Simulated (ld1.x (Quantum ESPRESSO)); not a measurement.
Results of a calculation; reference values are marked as such.
## Potentials for C compared

Generated with ld1.x 7.5 (TM, RRKJ, ultrasoft, PAW), atompaw 4.2 or ONCVPSP 4.0.1. The cutoff is in Ry: for ld1.x and atompaw files where the sum of valence levels is converged to 10 mRy in a Bessel basis, for ONCV files where the hardest occupied wave has 1 mHa per electron of residual kinetic energy. The error is the largest all-electron minus pseudo excitation energy over each file’s own four to seven test configurations (ionisations up to +4, promotions, holes and added fractions of an electron), all of which were solved. The labels leave out finer settings (local radius, basis sizes, second energies), which also bear on the numbers. Spin-polarised tests are not counted. The rows are a selection from randomly drawn settings: files with unsolved tests, undetermined cutoffs or missed reference levels are left out.

```tsv
potential	cutoff (Ry)	largest error (meV)	bound ghosts
ultrasoft, PBE, non-relativistic, rc 1.10/1.65/1.55 (spd), local smoothed, core correction no, reference 2s1 2p0	21	+213	none
TM semilocal, PBE, scalar-relativistic, rc 1.25/2.75/2.30 (spd), local d, core correction yes, reference 2s2 2p1.5	35	+1346	none
RRKJ, LDA (PZ), fully relativistic, rc 1.15/1.35 (sp), local p, core correction yes, reference 2s2 2p0.5	55	+80	none
ultrasoft, BLYP, non-relativistic, rc 1.05/2.25 (sp), local smoothed, core correction yes, reference 2s2 2p1	25	+123	none
RRKJ, LDA (PZ), scalar-relativistic, rc 0.95/1.35/1.35 (spd), local d, core correction no, reference 2s1 2p3	50	+438	none
PAW, PBE, scalar-relativistic, rc 1.20/1.50/1.30 (spd), local smoothed, core correction yes, reference 2s2 2p0.5	25	-7.3	none
PAW, LDA (PZ), scalar-relativistic, rc 1.25/3.10 (sp), local smoothed, core correction yes, reference 2s2 2p1.75	8	-17	none
TM semilocal, PBE, scalar-relativistic, rc 1.25/1.50 (sp), local s, core correction no, reference 2s2 2p2	45	+365	none
```

**Question.** Fill in the row for C: ultrasoft, PBE, scalar-relativistic, rc 0.95/2.00/1.80 (spd), local smoothed, core correction yes, reference 2s2 2p2.

**Answer.** cutoff 35 Ry, largest error +54 meV, bound ghosts: none.
